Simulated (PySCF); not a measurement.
First SCF of a structure search on doublet MoF₃, at a hand-made T-shaped geometry. PySCF input:

```python
from pyscf import gto, scf, dft
mol = gto.M(atom='''
Mo     0.000000     0.000000     0.000000
F      0.000000     0.000000     2.020000
F      2.018800     0.000000     0.070500
F     -2.018800     0.000000     0.070500''',
    basis={'Mo': 'def2-TZVP', 'F': 'def2-TZVP'},
    ecp={'Mo': 'def2-TZVP'},
    charge=0, spin=1)
mf = dft.UKS(mol, xc='PBE0')
mf.grids.atom_grid = (50, 194)
aux = {'Mo': 'def2-universal-JKFIT', 'F': 'def2-universal-JKFIT'}
mf = mf.density_fit(auxbasis=aux)
mf.conv_tol = 1e-08
mf.diis_space = 10
mf.max_cycle = 60
mf.init_guess = 'minao'
mf.verbose = 4
mf.kernel()
```

Excerpt of the output (cycles alone):

```
init E= -360.798672903672
cycle= 1 E= -367.304622524255  delta_E= -6.51  |g|= 0.838  |ddm|= 2.58
cycle= 2 E= -359.599718207515  delta_E=  7.7  |g|= 4.28  |ddm|= 2.27
cycle= 3 E= -367.365657308551  delta_E= -7.77  |g|= 0.773  |ddm|= 2.07
cycle= 4 E= -367.516273026932  delta_E= -0.151  |g|= 0.372  |ddm|= 0.469
cycle= 5 E= -367.557356157986  delta_E= -0.0411  |g|= 0.0731  |ddm|= 0.159
cycle= 6 E= -367.559430831327  delta_E= -0.00207  |g|= 0.0295  |ddm|= 0.0461
cycle= 7 E= -367.559760355167  delta_E= -0.00033  |g|= 0.00287  |ddm|= 0.0183
cycle= 8 E= -367.55976392846  delta_E= -3.57e-06  |g|= 0.00125  |ddm|= 0.0021
cycle= 9 E= -367.559764762607  delta_E= -8.34e-07  |g|= 0.000291  |ddm|= 0.000944
cycle= 10 E= -367.55976494826  delta_E= -1.86e-07  |g|= 0.000105  |ddm|= 0.000707
cycle= 11 E= -367.559764970606  delta_E= -2.23e-08  |g|= 3.55e-05  |ddm|= 0.000277
cycle= 12 E= -367.559764971899  delta_E= -1.29e-09  |g|= 4.64e-06  |ddm|= 6.57e-05
Extra cycle  E= -367.559764971916  delta_E= -1.72e-11  |g|= 6.83e-06  |ddm|= 8.97e-06
converged SCF energy = -367.559764971916  <S^2> = 0.75326881  2S+1 = 2.0032661
```

This is not the lowest solution: another start and a stability analysis within the same unrestricted form found one 70.8 kJ/mol lower, at -367.58675 Eh.

With open d or f shells other occupations or spin states may lie lower.

The search for the lowest solution, 3 starts and the stability check together, took 38 s on 4 threads of a shared Arm Neoverse V2 host, with 133 basis functions; the process peaked at 0.68 GiB.
